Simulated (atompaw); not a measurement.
What one change does to a pseudopotential (manganese, PAW (atompaw))

| Property | Result |
| --- | --- |
| Element | manganese (Mn) |
| Generator | atompaw 4.2.0.5 |
| Type | PAW |
| Functional | PBEsol |
| Relativity | scalar-relativistic |
| Frozen core | [Ne] 3s2 |
| Valence charge | 13 |
| Reference configuration | 3p6 3d5 4s0 4p0 (charge +2) |
| Partial waves | 4s (bound, empty): rc 2.65 bohr; 4s channel at -0.6 Ry: rc 2.65 bohr; 3p (bound): rc 1.45 bohr; 4p (bound, empty): rc 2.65 bohr; 3d (bound): rc 2.05 bohr; 3d channel at -0.2 Ry: rc 2.05 bohr |
| Local potential | bessel scheme, radius 1.95 bohr |
| Core correction | smooth core density matched at 2.05 bohr |
| Augmentation charge | besselshape compensation charge, radius 2.10 bohr; PAW radius 2.65 bohr; waves and projectors: custom rrkj vanderbiltortho |

Change: augmentation besselshape compensation charge, radius 2.10 bohr; PAW radius 2.65 bohr; waves and projectors: custom polynom vanderbiltortho.

Cutoffs: the cutoffs (Ry, on a coarse ladder) from which the occupation-weighted sum of valence levels, in a spherical-Bessel basis at the reference potential, stays within 10 and 1 mRy of its value at 400 Ry; they do not see the model core or the augmentation charge, which bear on the density cutoff.

Problem. What does the change do?

Solution. The potential gets harder (40 Ry and 70 Ry → 50 Ry and 70 Ry); neither file shows a bound ghost.

| quantity | base | changed |
| --- | --- | --- |
| cutoff, loose | 40 Ry | 50 Ry |
| cutoff, tight | 70 Ry | 70 Ry |
| loose cutoff by channel (10 mRy a level) | p 35 Ry, d 18 Ry | p 30 Ry, d 18 Ry |
| bound ghosts | none | none |
| s: phases at 2.65 bohr within 0.05 rad from the reference energy up to (Ry; the scan ends near 5) | 2.2 | 2.2 |
| p: phases at 2.65 bohr within 0.05 rad from the reference energy up to (Ry; the scan ends near 5) | 3.6 | 4.3 |
| d: phases at 2.65 bohr within 0.05 rad from the reference energy up to (Ry; the scan ends near 5) | 4.9 | 4.3 |
| lowest overlap eigenvalue by channel | s 0.39, p 0.58, d 0.13 | s 0.12, p 0.60, d 0.95 |

 The cutoffs see the waves, projectors and local potential, not the compensation charge or the core.
